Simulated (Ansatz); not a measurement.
Reaction (redistribution): `CB(S)Br` + `CO[Si](N)(F)F` → `CB(N)Br` + `CO[Si](F)(F)S`

Computed with Ansatz on PBE0-D4/def2-TZVP structures; ΔE is electronic, products minus reactants. CBS: MP2 limit from def2 TZ/QZ plus the TZ coupled-cluster correction, frozen cores. Functionals use def2-TZVPP. For Br outer-core shells are correlated without core-valence functions, which leaves a few kJ/mol of doubt a bond. Scalar relativity is left out up to krypton. One conformer a species, not always the lowest.

```tsv
species	ωB97X-V energy (Eh)
`CB(S)Br`	-3037.51219
`CO[Si](N)(F)F`	-660.50291
`CB(N)Br`	-2694.75269
`CO[Si](F)(F)S`	-1003.27689
```

**Question.** Work out ΔE.

**Answer.** ΔE = (-2694.75269) + (-1003.27689) − (-3037.51219) − (-660.50291) = -0.01448 Eh = -38.0 kJ/mol. CCSD(T)/CBS gives -33.8 kJ/mol.

Largest T1 diagnostic among the species: 0.012.

At CCSD(T), def2-SVP lies −5.3 kJ/mol from the extrapolated value and def2-TZVPP +0.0 kJ/mol. Leaving LDA and LC-ωPBE aside and taking each functional with its dispersion term where it has one, the values, not all of them listed here, spread over 4.2 kJ/mol, from PBE-D4 to PBE-QIDH.
